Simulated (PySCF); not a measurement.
Species: H₇NOSi₂.
Atom-mapped SMILES: `[NH2:1][SiH2:2][SiH2:3][OH:4]` (hydrogens: H5, H6 on N1; H7, H8 on Si2; H9, H10 on Si3; H11 on O4)

Method: PBE0-D3(BJ)/def2-SVP geometry optimisation, gas phase in PySCF 2.14.0; density fitting, grid level 1; the optimiser is geomeTRIC in internal coordinates, started from a GFN2-xTB structure with every atom displaced at random (about 0.01 Å).

Step 4: E = -19389.4342 eV
```
atom  x, y, z in Å  |  force x, y, z in eV/Å
N1     -1.8999   -0.2188   -0.9168   -0.014   0.018   0.026
Si2    -0.8064   -0.1600    0.4354   -0.009   0.000  -0.056
Si3     1.3794   -0.0583   -0.4209    0.048  -0.004   0.044
O4      2.5024    0.1413    0.8081   -0.010   0.007  -0.039
H5     -1.8108    0.4814   -1.6456    0.011  -0.003   0.002
H6     -2.8807   -0.4178   -0.7473    0.005  -0.011  -0.001
H7     -0.9862    0.9945    1.3912    0.006   0.001   0.012
H8     -1.0162   -1.3975    1.2478    0.002  -0.009   0.004
H9      1.4536    1.0575   -1.4259   -0.016   0.001  -0.008
H10     1.7593   -1.3193   -1.1184   -0.013  -0.006   0.009
H11     2.3407    0.8699    1.4139   -0.011   0.006   0.007
```

Step 5: E = -19389.4349 eV
```
atom  x, y, z in Å  |  force x, y, z in eV/Å
N1     -1.8975   -0.1985   -0.9112   -0.024  -0.006   0.026
Si2    -0.8046   -0.1660    0.4408   -0.006  -0.001  -0.085
Si3     1.3781   -0.0647   -0.4221    0.084  -0.002   0.068
O4      2.5000    0.1634    0.8046   -0.027   0.003  -0.066
H5     -1.8038    0.4975   -1.6427    0.020   0.011   0.007
H6     -2.8774   -0.4098   -0.7545    0.000  -0.007   0.004
H7     -0.9719    0.9759    1.4134    0.001   0.004   0.014
H8     -1.0235   -1.4144    1.2337    0.003  -0.007   0.012
H9      1.4430    1.0325   -1.4481   -0.019   0.010   0.001
H10     1.7712   -1.3314   -1.1023   -0.020  -0.010   0.016
H11     2.3217    0.8885    1.4099   -0.012   0.005   0.003
```

Task: Estimate the geometry and energy of step 6. (The exact step hangs on the optimiser's Hessian estimate; all steps are aligned on step 5, rigid shifts and turns removed.)

Result: E = -19389.4355 eV, largest force 0.101 eV/Å
```
atom  x, y, z in Å  |  force x, y, z in eV/Å
N1     -1.8954   -0.1699   -0.9042   -0.027  -0.029   0.008
Si2    -0.8018   -0.1774    0.4449    0.001   0.000  -0.071
Si3     1.3787   -0.0753   -0.4221    0.084   0.002   0.056
O4      2.4983    0.1983    0.7974   -0.032  -0.004  -0.063
H5     -1.7932    0.5255   -1.6344    0.021   0.021   0.010
H6     -2.8742   -0.3952   -0.7643   -0.005   0.002   0.010
H7     -0.9524    0.9453    1.4425   -0.004   0.005   0.012
H8     -1.0328   -1.4402    1.2115    0.002  -0.002   0.014
H9      1.4261    0.9954   -1.4770   -0.015   0.015   0.008
H10     1.7878   -1.3521   -1.0735   -0.019  -0.010   0.019
H11     2.2941    0.9185    1.4008   -0.007   0.001  -0.002
```

The energy changes by -0.0006 eV. The first-order estimate −F·Δx gives -0.0016 eV and the mean of the old and new forces, exact on a quadratic surface, -0.0009 eV. The step makes an angle of 85° with the force vector and moves no atom by more than 0.050 Å.

The cost below is that of the whole optimisation. The run took 31 s of wall time on Arm Neoverse V1, one thread, no GPU, on a shared host, and the process peaked at 0.40 GiB of memory.
